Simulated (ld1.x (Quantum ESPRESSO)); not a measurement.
# Co (Z = 27): one change to a TM potential, before and after

* Element: Co (Z = 27)
* Generator: ld1.x (Quantum ESPRESSO) 7.5
* Type: norm-conserving Troullier–Martins (Kleinman–Bylander form)
* Functional: PBEsol
* Relativity: fully relativistic
* Frozen core: [Ar]
* Valence charge: 9
* Reference configuration: 3d7 4s1 4p0 (charge +1)
* Partial waves: 4s (bound): rc 1.85 bohr; 3d (bound): rc 1.70 bohr; 4p (bound, empty): rc 3.00 bohr
* Local potential: the p channel
* Core correction: a·sin(br)/r model core, default radius (core density twice the valence density)

Open shells are filled in proportion to 2j + 1 (rel_dist='average').

Change: all radii but the core radius scaled by about 1.39 (s 2.58, p 4.18, d 2.36 bohr).

Cutoffs: the cutoffs (Ry, on a coarse ladder) from which the occupation-weighted sum of valence levels, in a spherical-Bessel basis at the reference potential, stays within 10 and 1 mRy of its value at 400 Ry; they do not see the model core or the augmentation charge, which bear on the density cutoff. Errors are all-electron minus pseudo energies relative to the spin-unpolarised reference configuration.

**Question.** What does the change do?

**Answer.** The potential gets softer (100 Ry and 160 Ry → 55 Ry and 100 Ry); the bound ghost in s disappears; of the 7 tests that both files solve, the error grows in 2 and shrinks in 5 by more than 15 % and 0.3 meV (median size 14.7 → 23.7 meV). A larger radius leaves more room for a smooth pseudo-wave, so fewer plane waves are needed.

| quantity | base | changed |
| --- | --- | --- |
| cutoff, loose | 100 Ry | 55 Ry |
| cutoff, tight | 160 Ry | 100 Ry |
| loose cutoff by channel (10 mRy a level) | s 8 Ry, d 80 Ry | s 8 Ry, d 50 Ry |
| bound ghosts | s | none |
| error for 3d7 4s2 4p0, meV [ΔE -9.05 eV] | -13 | -6.6 |
| error for 3d7 4s0 4p0, meV [ΔE 16.70 eV] | -15 | -24 |
| error for 3d6 4s0 4p0, meV [ΔE 52.53 eV] | -519 | -310 |
| error for 3d5 4s0 4p0, meV [ΔE 107.85 eV] | -2020 | -219 |
| error for 3d6 4s2 4p1, meV [ΔE 0.64 eV] | -470 | +51 |
| error for 3d7 4s0 4p2, meV [ΔE -0.03 eV] | -1.4 | +0.4 |
| error for 3d7 4s0 4p1, meV [ΔE 5.39 eV] | -1.1 | +3.4 |

 A true bound ghost makes a file unfit for plane-wave use even where its test errors are small: the radial tests pick states by their node count and pass the ghost by.
